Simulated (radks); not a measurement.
Values are calculated unless marked as measured or tabulated.
Species: Cl9+. Configuration: [He] 2s2 2p4.

Level of theory: scalar-relativistic Kohn-Sham, r2SCAN, spin-polarised, spherical densities, finite nucleus; open shells are filled with parallel spins first; meta-GGA in the generalised Kohn-Sham scheme; Fermi nuclear charge, rms radius 3.3654 fm (a radial shooting solver on a logarithmic mesh with Libxc functionals).

Energy parts (hartree):
| part | energy |
|---|---|
| total | -418.93176 |
| kinetic | 421.24673 |
| electron-nucleus | -920.64026 |
| Hartree | 101.77106 |
| exchange-correlation | -21.30929 |

Orbitals (lengths in bohr, moments of r in powers of bohr):
| orbital | occ. | eigenvalue (hartree) | <r^4> |
|---|---|---|---|
| 1s up | 1 | -112.2177 | 0.0003185 |
| 1s down | 1 | -111.9628 | 0.0003144 |
| 2s up | 1 | -18.32409 | 0.07203 |
| 2s down | 1 | -17.88651 | 0.07521 |
| 2p up | 3 | -16.26761 | 0.05697 |
| 2p down | 1 | -15.72768 | 0.06096 |

The highest occupied level is 2p down at -427.97 eV. The spin density at the nucleus is -0.725 e/bohr^3 (1s -5.642, 2s 4.917).
